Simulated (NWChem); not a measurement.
Correlation energy of BiCl$_{3}$

```
Bi
Cl 1 2.4588
Cl 1 2.4588 2 99.09
Cl 1 2.4588 2 99.09 3 -100.82
```
Charge 0, spin multiplicity 1.

Program: NWChem. The geometry was optimised at PBE0/def2-SVP with def2 effective core potentials on Bi, a minimum by its harmonic frequencies.

Basis set: def2-SVP. Each correlation energy counts from its own Hartree-Fock reference.

```tsv
method	correlation energy (mHa)	difference from CCSD(T)
MP2	-500.3	+52.9
SCS-MP2	-480.7	+72.5
CR-CCSD[T]	-550.0	+3.2
CR-CCSD(T)	-549.5	+3.7
CCSD	-538.9	+14.3
CCSD+T(CCSD)	-553.8	-0.6
CCSD(T)	-553.2	0.0
```

The values span 73.1 mHa, from CCSD+T(CCSD) (lowest) to SCS-MP2 (highest). 

Effective core potentials replace the inner electrons of Bi; spin-orbit coupling is left out. The correlated methods keep 19 core orbitals frozen. The structure started from a generated list of species. No row is a measurement; the coupled-cluster row has its own basis-set and correlation limits.
